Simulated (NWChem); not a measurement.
## Correlation energy of HBCl

```
B
H 1 1.2070
Cl 1 1.7187 2 123.29
```
Charge 0, spin multiplicity 2.

Everything below was run with NWChem. All single points use one geometry, from UPBE0/def2-SVP, a minimum by its harmonic frequencies.

Basis set: cc-pVDZ. Each correlation energy counts from its own Hartree-Fock reference.

The correlated methods keep 6 core orbitals frozen. The structure started from a generated list of species. The unpaired electrons of the parent sit in orbitals of symmetry a' (Cs labels of the run); other states weren't searched. The stability of the SCF solutions was not checked. Open-shell Hartree-Fock references start from PBE0 orbitals. Coupled-cluster values serve here as a point of comparison, not as the truth.

Question: One of these methods gave a correlation energy of -229.3 mHa. Which?
A) CCSD on UHF
B) URI-MP2
C) SCS-UMP2
D) CCSD[T] on ROHF

Answer: D, CCSD[T] on ROHF. The others give -197.3 (URI-MP2), -221.8 (CCSD on UHF), -194.0 (SCS-UMP2).
